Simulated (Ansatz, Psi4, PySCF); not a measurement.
HFSi, singlet, at a GFN2-xTB geometry. Base run: PBE0/6-31G* (PySCF).

The PySCF input:
```python
from pyscf import gto, scf, dft

mol = gto.Mole()
mol.atom = '''
    Si   -0.24845443   -0.32714290    0.45770159
    H    -0.88585188   -1.16646728   -0.57945722
    F     0.48491266    0.63849643   -0.64759612
'''
mol.basis = '6-31g*'
mol.verbose = 4
mol.build()

mf = dft.RKS(mol)
mf.xc = 'pbe0'
mf.kernel()
```

The same geometry, method and basis name were run in Ansatz (a first-principles code) and Psi4 and PySCF, at each program's defaults and at the settings that a row names. The base is PySCF at its defaults. Differences at the defaults can come from grids, fitting, cores and function types together.

```json
[
 {"code and settings": "PySCF, defaults (exact integrals, its default grid, spherical functions)", "ΔE vs base (mEh)": "0.000", "basis functions": "34", "E (Eh)": "-389.67833", "SCF cycles": "8", "dipole (D)": "1.08"},
 {"code and settings": "Psi4, defaults (density fitting with its default set, its default grid, Cartesian functions)", "ΔE vs base (mEh)": "-2.535", "basis functions": "36", "E (Eh)": "-389.68087", "SCF cycles": "7", "dipole (D)": "1.09"},
 {"code and settings": "Ansatz, defaults (factorised integrals, its default grid, Cartesian functions)", "ΔE vs base (mEh)": "-2.547", "basis functions": "36", "E (Eh)": "-389.68088", "SCF cycles": "-", "dipole (D)": "-"},
 {"code and settings": "PySCF, density fitting with def2-universal-jkfit", "ΔE vs base (mEh)": "-0.031", "basis functions": "34", "E (Eh)": "-389.67836", "SCF cycles": "8", "dipole (D)": "1.08"},
 {"code and settings": "PySCF, fine grid", "ΔE vs base (mEh)": "-0.001", "basis functions": "34", "E (Eh)": "-389.67833", "SCF cycles": "8", "dipole (D)": "1.08"},
 {"code and settings": "Psi4, exact integrals, spherical functions, fine grid", "ΔE vs base (mEh)": "-0.001", "basis functions": "34", "E (Eh)": "-389.67833", "SCF cycles": "10", "dipole (D)": "1.08"},
 {"code and settings": "Ansatz, high accuracy, Cartesian functions as the basis file defines them", "ΔE vs base (mEh)": "-2.547", "basis functions": "36", "E (Eh)": "-389.68088", "SCF cycles": "-", "dipole (D)": "-"}
]
```
